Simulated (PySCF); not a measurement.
# Diatomic anions of In with the halogens

PBE0 with triple-zeta basis sets in PySCF, for the lowest determinant that a PBE0 search found; no spin–orbit coupling. De refers to high-spin ground-configuration atoms (the charge goes to the atom of lower measured ionisation energy or higher electron affinity, which is not always the lowest computed limit). A positive dipole points towards In; it is taken about the centre of mass and depends on that origin.

```
 M        basis  charged atom  state (unpaired electrons)  Re (Å)  ωe (cm⁻¹)  De (eV)  μ (D)
 F  def2-TZVPPD            F−               doublet (π ↑)   2.080        414     2.31   1.39
Br  def2-TZVPPD           Br−               doublet (π ↑)   2.768        145     1.20   0.57
```

Problem. The row for M = Cl is missing. Estimate Re, ωe and De as the mean of the rows for F and Br, and compare with the calculation.

Solution. The means are 2.424 Å, 280 cm⁻¹ and 1.75 eV. PBE0 in def2-TZVPPD gives InCl⁻ as a doublet (π ↑) with Re = 2.588 Å, ωe = 215 cm⁻¹, De = 1.38 eV, so the estimate is off by -16.4 pm, +30 % and +0.37 eV.

These are scalar-relativistic numbers at best; spin–orbit coupling would shift them, the dissociation energy most. For an ion De counts to the pair picked by the measured ionisation energies or electron affinities, which need not be the lowest pair at this level. The highest Kohn–Sham level is positive in some of these anions. Much of that is self-interaction error, but it also means that the finite basis helps to hold the extra electron. States were picked by a PBE0 search and need not be the measured ground states.
